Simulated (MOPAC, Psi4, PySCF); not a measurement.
Intermolecular potential of HBr ··· BF3 (SMILES Br and FB(F)F), singlet. Monomers: optimised at B3LYP-D3(BJ) (def2-TZVP), held rigid. Orientation: a random orientation, not optimised. Only R, the distance of the centres of mass, is varied, so the lowest point isn't the relaxed dimer.

Geometry at R = 4.25 Å (first 2 atoms: monomer A):
```
6

Br     0.7124     0.0000     0.0000
H     -0.7124     0.0000     0.0000
F     -2.5443     2.7182    -0.4139
B     -2.8305     2.2518     0.7826
F     -3.0130     0.9612     0.9586
F     -2.9311     3.0752     1.8038
```

- RKS-B3LYP/6-31G* = restricted B3LYP/6-31G*, spherical d, no counterpoise correction run with PySCF
- PM3, restricted, heats of formation (MOPAC)
- PM6, restricted, heats of formation (MOPAC)
- SAPT0/jun-cc-pVDZ, frozen core (Psi4)

Interaction energies in kJ/mol; the last columns give the difference from SAPT0:

```
R / Å  RKS-B3LYP/6-31G*    PM3    PM6  SAPT0/jun-cc-pVDZ  RKS-B3LYP/6-31G* − SAPT0/jun-cc-pVDZ  PM3 − SAPT0/jun-cc-pVDZ  PM6 − SAPT0/jun-cc-pVDZ
-----  ----------------  -----  -----  -----------------  ------------------------------------  -----------------------  -----------------------
3.67              -1.60   4.51  11.01               4.00                                 -5.60                     0.51                     7.01
3.85              -3.51   1.67   6.27               0.90                                 -4.40                     0.78                     5.37
4.05              -3.78  -0.64   2.90              -0.52                                 -3.26                    -0.12                     3.43
4.25              -3.18  -1.10   1.09              -0.96                                 -2.21                    -0.14                     2.05
4.44              -2.35  -0.77   0.34              -1.00                                 -1.35                     0.23                     1.34
4.62              -1.60  -0.37   0.08              -0.89                                 -0.70                     0.53                     0.98
4.95              -0.60  -0.01   0.01              -0.63                                  0.03                     0.62                     0.64
5.26              -0.15   0.06   0.03              -0.42                                  0.26                     0.47                     0.44
5.76               0.04   0.06   0.04              -0.20                                  0.24                     0.26                     0.24
6.49               0.05   0.05   0.04              -0.07                                  0.12                     0.12                     0.11
7.47               0.04   0.03   0.03              -0.01                                  0.05                     0.04                     0.05
8.76               0.03   0.02   0.02               0.00                                  0.03                     0.02                     0.02
```

RKS-B3LYP/6-31G* is furthest from SAPT0/jun-cc-pVDZ at 3.67 (-5.60 kJ/mol, below); its mean absolute difference over the points is 1.52 kJ/mol.

PM3 is furthest from SAPT0/jun-cc-pVDZ at 3.85 (0.78 kJ/mol, above); its mean absolute difference over the points is 0.32 kJ/mol.

PM6 is furthest from SAPT0/jun-cc-pVDZ at 3.67 (7.01 kJ/mol, above); its mean absolute difference over the points is 1.81 kJ/mol.
